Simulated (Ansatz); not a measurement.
The cluster AlAs₂⁻, relaxed as a quintet with UKS PBE-D4/def2-TZVPD in Ansatz, starting from the PBE-D4/def2-TZVPD geometry of the charge -1 singlet. Force threshold 0.02 eV/Å.

The highest occupied level of the charge -1 quintet lies above zero (up to 1.61 eV). The electron is either unbound and held by the finite basis, or the level is raised by self-interaction error. At PBE-D4/def2-TZVPD a singlet of charge -1 lies 2.36 eV below the quintet, each at its own geometry. The structure comes from a short search, and lower isomers may exist.

Start:

Cartesian coordinates in Å:
```
Al -0.3604 0.4435 1.4063
As 1.2895 -0.2713 -0.4032
As -0.9292 -0.1722 -1.0032
```

**Question.** Estimate the energy that the relaxation releases and the steps that it takes.

**Answer.** 0.6 kcal/mol, in 3 steps; 5.5 s on 4 threads of Arm Neoverse V1 on a shared host. No frequencies were taken in this run, so the end may be a saddle point.

**Question.** Does the start keep its bonding and symmetry?

**Answer.** By distances, no bond broke or formed. The bond that changes most is As2–As3, from 2.30 to 2.36 Å (atoms count from 1). Point group C2v at the start, C2v at the end, both within 0.05 Å.

**Question.** Predict the relaxed structure.

**Answer.** 
```xyz
3

Al   -0.3579    0.4405    1.3967
As    1.3194   -0.2712   -0.3900
As   -0.9614   -0.1693   -1.0067
```
Bond lengths: 2 × Al–As 2.55 Å; 1 × As–As 2.36 Å.
